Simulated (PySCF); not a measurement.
Compound: p-phenylenediamine radical cation, C6H8N2 (charge +1 and doublet state).
Geometry (PBE0-D3(BJ)/def2-SVP, Å), atoms numbered from 1 in this order:
```xyz
16
C6H8N2 angstrom
N     -2.7409    0.1708   -0.0888
C     -1.4085    0.0882   -0.0461
C     -0.6742    0.7070    1.0101
C      0.6887    0.6227    1.0536
C      1.4066   -0.0859    0.0435
N      2.7391   -0.1681    0.0853
C      0.6722   -0.7052   -1.0124
C     -0.6907   -0.6209   -1.0559
H     -3.2740   -0.2636   -0.8333
H     -3.2611    0.6721    0.6219
H     -1.2115    1.2524    1.7893
H      1.2387    1.1009    1.8674
H      3.2723    0.2666    0.8295
H      3.2592   -0.6686   -0.6262
H      1.2095   -1.2510   -1.7913
H     -1.2406   -1.0996   -1.8694
```

The hyperfine couplings belong to this conformer and change with its torsions.

The species is p-phenylenediamine radical cation (`Nc1ccc(N)cc1`) [SMILES of the parent framework; charge +1 and doublet state].

Method: PySCF 2.14.0, UKS B3LYP, IGLO-III on C N, pcH-1 on H, non-relativistic, mean-field spin-orbit, GIAO. Isolated species at its PBE0-D3(BJ)/def2-SVP geometry, gas phase. No stability test was run, so a lower SCF solution isn't excluded. No frequencies were computed at this geometry's level, so the symmetric structure isn't shown to be a minimum.

Problem. Break the g tensor into its mass correction, gauge correction and orbital-Zeeman/spin–orbit terms.

Solution. 
```csv
Δg (ppm),1,2,3
relativistic mass correction,-198,-198,-198
gauge correction,11,57,47
orbital Zeeman/spin–orbit,1,530,1629
total,-186,388,1478
```

So g = 2.00213, 2.00271, 2.00380 and g_iso = 2.00288; the tensor is rhombic: the two nearest values differ by 35 % of g3 − g1. Axes: g1 is normal to the molecular plane and g2 points within 1° of the N1–C2 bond.

Problem. What effective moment and Curie constant follow for a powder?

Solution. With the mean of g² = 4.0115 and S(S+1) = 0.75: μ_eff = √(⟨g²⟩S(S+1)) = 1.735 μB and χT = 0.12505·⟨g²⟩·S(S+1) = 0.376 cm³ K/mol (cgs; spin-Hamiltonian part alone).

Problem. How much does each term add to the isotropic shift?

Solution. The orbital-Zeeman/spin–orbit term 720, the mass correction -198 and the gauge correction 38 ppm, for a total of 560 ppm. The orbital-Zeeman/spin–orbit term is the largest in size. The mass correction is the same along every axis, so the anisotropy comes from the other two: their spans along these axes are 45 (gauge) and 1629 ppm (orbital Zeeman/spin–orbit).

Problem. In a frozen sample, at which fields do the three g values resonate at 9.5, 34, 94 and 263 GHz (hyperfine left aside), and which band first spreads them over more than twice a line width of 0.5 mT?

Solution. 
```csv
band,GHz,B(g3) mT,B(g2) mT,B(g1) mT,spread mT
X,9.5,338.73,338.92,339.02,0.28
Q,34.0,1212.31,1212.97,1213.32,1.01
W,94.0,3351.68,3353.50,3354.47,2.79
J,263.0,9377.57,9382.67,9385.37,7.79
```

The spread grows in proportion to the frequency. Q band is the first where it exceeds 1.0 mT.

The Mulliken spin populations are largest on N1 (+0.25), N6 (+0.25), C5 (+0.18) and C2 (+0.18). Four atoms exceed +0.15.

The HOMO–LUMO gaps are 4.78 eV among the α and 3.85 eV among the β orbitals.

Hardware: an Arm Neoverse V1 with one thread, shared host. Cost: 1.7 min.
